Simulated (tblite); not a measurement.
Species: C5H9BrF2.
Numbering: `[CH3:1][CH2:2][C@@H:3]([CH2:4][F:5])[C@H:6]([F:7])[Br:8]` (hydrogens: H9, H10, H11 on C1; H12, H13 on C2; H14 on C3; H15, H16 on C4; H17 on C6)

Computed with GFN2-xTB (tblite), gas phase: L-BFGS steps from a force-field or distance-geometry start until the largest atomic force falls under 0.01 eV/Å.

Step 11: E = -785.0656 eV
```
atom  x, y, z in Å  |  force x, y, z in eV/Å
C1      2.0358   -0.4149    0.3581    0.008  -0.002  -0.014
C2      0.8609    0.5531    0.3173   -0.025   0.018  -0.003
C3     -0.3436   -0.0083   -0.4441    0.008  -0.056  -0.007
C4     -0.9884   -1.1852    0.2829    0.003  -0.018   0.020
F5     -2.0784   -1.6434   -0.4184    0.045   0.021  -0.008
C6     -1.3902    1.0643   -0.7273    0.009  -0.031   0.003
F7     -0.8596    2.0589   -1.4774   -0.023  -0.003  -0.025
Br8    -2.0942    1.8874    0.9090    0.024  -0.019  -0.009
H9      1.8049   -1.2953    0.9509   -0.001  -0.010   0.013
H10     2.3001   -0.7317   -0.6476    0.026  -0.021  -0.021
H11     2.9025    0.0693    0.7990   -0.007   0.023   0.015
H12     0.5616    0.8151    1.3332   -0.011  -0.009   0.044
H13     1.1746    1.4699   -0.1854    0.027   0.029  -0.003
H14    -0.0067   -0.3555   -1.4295   -0.011   0.004  -0.031
H15    -1.3445   -0.8998    1.2778   -0.028   0.017   0.001
H16    -0.2926   -2.0242    0.3598   -0.009  -0.009   0.010
H17    -2.2492    0.6522   -1.2681   -0.036   0.066   0.017
```

Step 12: E = -785.0662 eV
```
atom  x, y, z in Å  |  force x, y, z in eV/Å
C1      2.0355   -0.4146    0.3579    0.007   0.000  -0.008
C2      0.8606    0.5533    0.3167   -0.029   0.007   0.003
C3     -0.3423   -0.0102   -0.4459   -0.019  -0.020  -0.019
C4     -0.9891   -1.1853    0.2820    0.022  -0.010   0.032
F5     -2.0780   -1.6439   -0.4200    0.043   0.019  -0.004
C6     -1.3889    1.0624   -0.7289   -0.012   0.004   0.028
F7     -0.8603    2.0587   -1.4781   -0.022  -0.019  -0.019
Br8    -2.0892    1.8853    0.9125    0.027  -0.025  -0.031
H9      1.8057   -1.2948    0.9516   -0.007  -0.010   0.008
H10     2.3003   -0.7315   -0.6475    0.028  -0.022  -0.022
H11     2.9008    0.0701    0.7997    0.011   0.029   0.016
H12     0.5593    0.8135    1.3328   -0.004  -0.010   0.032
H13     1.1743    1.4714   -0.1843    0.021   0.014  -0.001
H14    -0.0060   -0.3561   -1.4318   -0.003  -0.006  -0.028
H15    -1.3445   -0.8968    1.2765   -0.040   0.015  -0.006
H16    -0.2936   -2.0235    0.3635   -0.004  -0.024   0.001
H17    -2.2517    0.6539   -1.2667   -0.018   0.057   0.018
```

Step 13: E = -785.0667 eV
```
atom  x, y, z in Å  |  force x, y, z in eV/Å
C1      2.0353   -0.4144    0.3577    0.005   0.003   0.000
C2      0.8599    0.5535    0.3161   -0.016  -0.007   0.006
C3     -0.3413   -0.0122   -0.4477   -0.031   0.020  -0.022
C4     -0.9894   -1.1854    0.2817    0.033   0.002   0.030
F5     -2.0768   -1.6441   -0.4215    0.030   0.009  -0.004
C6     -1.3880    1.0607   -0.7298   -0.028   0.032   0.038
F7     -0.8614    2.0582   -1.4792   -0.016  -0.029  -0.013
Br8    -2.0840    1.8830    0.9151    0.027  -0.022  -0.037
H9      1.8062   -1.2945    0.9524   -0.009  -0.002  -0.003
H10     2.3011   -0.7317   -0.6477    0.025  -0.016  -0.008
H11     2.8994    0.0715    0.8006    0.018   0.027   0.011
H12     0.5571    0.8118    1.3330    0.004  -0.013   0.008
H13     1.1745    1.4730   -0.1832    0.008  -0.006   0.006
H14    -0.0055   -0.3567   -1.4344    0.000  -0.015  -0.017
H15    -1.3453   -0.8937    1.2752   -0.044   0.012  -0.010
H16    -0.2945   -2.0234    0.3670    0.002  -0.035  -0.002
H17    -2.2544    0.6566   -1.2651   -0.008   0.040   0.016
```

Question: Estimate the geometry and energy of step 14. (The exact step hangs on the optimiser's Hessian estimate; all steps are aligned on step 13, rigid shifts and turns removed.)

Answer: E = -785.0672 eV, largest force 0.060 eV/Å
```
atom  x, y, z in Å  |  force x, y, z in eV/Å
C1      2.0354   -0.4142    0.3574    0.005   0.006   0.006
C2      0.8590    0.5536    0.3156    0.004  -0.017   0.005
C3     -0.3409   -0.0138   -0.4498   -0.024   0.045  -0.013
C4     -0.9891   -1.1855    0.2819    0.032   0.011   0.016
F5     -2.0750   -1.6441   -0.4229    0.015  -0.004  -0.005
C6     -1.3877    1.0597   -0.7299   -0.031   0.041   0.031
F7     -0.8627    2.0572   -1.4805   -0.007  -0.027  -0.009
Br8    -2.0789    1.8805    0.9168    0.021  -0.010  -0.028
H9      1.8066   -1.2943    0.9530   -0.007   0.009  -0.013
H10     2.3023   -0.7323   -0.6480    0.019  -0.007   0.011
H11     2.8984    0.0732    0.8016    0.013   0.018   0.001
H12     0.5552    0.8101    1.3334    0.010  -0.016  -0.016
H13     1.1748    1.4743   -0.1822   -0.006  -0.024   0.012
H14    -0.0051   -0.3575   -1.4371   -0.004  -0.016   0.001
H15    -1.3469   -0.8907    1.2739   -0.041   0.007  -0.013
H16    -0.2954   -2.0240    0.3701    0.007  -0.034  -0.002
H17    -2.2570    0.6599   -1.2632   -0.006   0.017   0.012
```

The energy changes by -0.0005 eV. The first-order estimate −F·Δx gives -0.0007 eV and the mean of the old and new forces, exact on a quadratic surface, -0.0005 eV. The step makes an angle of 64° with the force vector and moves no atom by more than 0.006 Å.

What follows is the cost of the whole relaxation. Time: 1.2 s wall. Hardware: one thread, Intel Xeon at 2.50 GHz (x86_64) (shared host).
